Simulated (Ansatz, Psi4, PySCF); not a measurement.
formic acid (CH₂O₂), singlet, geometry from GFN2-xTB. Base run: PySCF with WB97M-V/def2-SVP.

Geometry (Å):
```xyz
5

O     -1.0161    -0.4351     0.0001
C     -0.0017     0.4129    -0.0073
O      1.1529     0.1141     0.0066
H     -0.6990    -1.3544     0.0187
H     -0.3845     1.4447    -0.0284
```
All else is at PySCF's defaults.

The same geometry, method and basis name were run in Ansatz (a first-principles code) and Psi4 and PySCF, at each program's defaults and at the settings that a row names. The base is PySCF at its defaults. Differences at the defaults can come from grids, fitting, cores and function types together.

```csv
code and settings,ΔE vs base (µEh),basis functions,E (Eh),SCF cycles,dipole (D)
"PySCF, defaults (exact integrals, its default grid, spherical functions)",0.0,52,-189.55694,10,1.62
"Psi4, defaults (density fitting with its default set, its default grid, spherical functions)",-16.8,52,-189.55696,9,1.62
"Ansatz, defaults (factorised integrals, its default grid, spherical functions)",5.7,52,-189.55693,-,-
"PySCF, density fitting with def2-universal-jkfit",-15.2,52,-189.55696,10,1.62
"PySCF, fine grid",1.0,52,-189.55694,10,1.62
"Psi4, exact integrals, spherical functions, fine grid",1.1,52,-189.55694,11,1.62
"Ansatz, high accuracy",1.2,52,-189.55694,-,-
```
